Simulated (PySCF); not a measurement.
This triplet is an excited state, 0.73 eV above the relaxed quintet at the level B3LYP-D3(BJ)/def2-TZVP // PBE-D3(BJ)/def2-SVP (PySCF).

# [Fe(NH3)4]2+ (charge 2, multiplicity 3)

The numbers are results of TPSSh-D3(BJ)/def2-TZVP // PBE-D3(BJ)/def2-SVP (PySCF), not measurements.

```json
{
  "highest_occupied_spin_orbital": "-14.44 eV",
  "charge on the central atom (Mulliken)": "0.55 e",
  "charge on the central atom (meta-Löwdin)": "0.96 e",
  "spin population on the central atom (Mulliken)": "2.15",
  "total_energy": "-1489.6249 Ha",
  "cost": "roughly 70 core-minutes"
}
```

```xyz
17

Fe     0.0001     0.0006     0.0005
N      1.8711    -0.7665    -0.0700
H      1.9327    -1.7589    -0.3604
H      2.3943    -0.7303     0.8234
H      2.4698    -0.2559    -0.7474
N     -1.9312     0.5094     0.3230
H     -2.1520     0.8261     1.2842
H     -2.6194    -0.2427     0.1390
H     -2.2281     1.2946    -0.2880
N      0.6103     1.4156     1.3112
H      0.5855     1.0690     2.2895
H      0.0388     2.2794     1.3231
H      1.5799     1.7543     1.1764
N     -0.5508    -1.1582    -1.5637
H      0.1828    -1.3042    -2.2806
H     -1.3679    -0.8177    -2.1018
H     -0.8161    -2.1146    -1.2585
```
Charge +2, spin multiplicity 3.
